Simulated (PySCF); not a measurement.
From one molecule to another.

First species: C2H8O2Si3.
SMILES: `C#C[Si@@H](O[SiH3])[SiH2]O`

Second species: C5H6F3P.
Numbering: `[CH2:1]=[CH:2][CH2:3][PH:4][C:5]([F:6])=[C:7]([F:8])[F:9]` (hydrogens: H10, H11 on C1; H12 on C2; H13, H14 on C3; H15 on P4)

Levels: B3LYP/def2-SVPD for dipole moment, HOMO energy, LUMO energy, HOMO–LUMO gap, static isotropic polarisability and electronic spatial extent ⟨r²⟩ about the centre of nuclear charge; TDDFT B3LYP/def2-SVPD for lowest singlet excitation; TDA B3LYP/def2-SVPD for lowest triplet excitation (Tamm–Dancoff); GFN2-xTB for rotational constant A and rotational constant C. Geometries: GFN2-xTB. Each species is one conformer at its optimised geometry, gas phase, non-relativistic unless stated; the electronic structure was computed with PySCF and density fitting.

Dipoles, sizes and rotational constants follow the conformer. The torsions of the flexible species, by atom-mapped SMILES:
- `[CH:1]#[C:2][Si@@H:3]([O:4][SiH3:5])[SiH2:6][OH:7]`: C2–Si3–O4–Si5 43°, C2–Si3–Si6–O7 73°, H–O7–Si6–Si3 59°
- `[CH2:1]=[CH:2][CH2:3][PH:4][C:5]([F:6])=[C:7]([F:8])[F:9]`: C1–C2–C3–P4 -114°, C2–C3–P4–C5 171°, C3–P4–C5–F6 64°

(1) Which of the two has the higher HOMO–LUMO gap, and by how much?

(2) Which has the higher ⟨r²⟩?

(3) Which of the two has the higher T1 energy, and by how much?

(4) Which has the higher HOMO energy?

(5) Which has the higher S1 energy?

(6) Which has the higher dipole moment?

(7) Which of the two has the higher rotational constant A, and by how much?

(8) Which of the two has the higher LUMO energy, and by how much?

Results:

(1) The second: 6.22 eV against 6.09 eV, a difference of 0.13 eV.

(2) The second: 1855 bohr² against 1764 bohr², a difference of 91 bohr².

(3) The first: 4.66 eV against 4.20 eV, a difference of 0.46 eV.

(4) The second: -6.83 eV against -7.47 eV, a difference of 0.64 eV.

(5) The second: 5.39 eV against 5.11 eV, a difference of 0.28 eV.

(6) The second: 1.90 D against 0.69 D, a difference of 1.21 D.

(7) The second: 2.646 GHz against 1.725 GHz, a difference of 0.921 GHz.

(8) The second: -0.61 eV against -1.38 eV, a difference of 0.77 eV.

On the first: The dipole matches unit charges of opposite sign 0.14 Å apart (1 e·Å = 4.8032 D). S1 lies 0.98 eV below the HOMO–LUMO gap; its leading configuration is HOMO→LUMO, weight 0.97.

On the second: The 8 singlets span 5.39 to 6.90 eV, and their oscillator strengths add up to 0.52. The dipole matches unit charges of opposite sign 0.40 Å apart (1 e·Å = 4.8032 D).
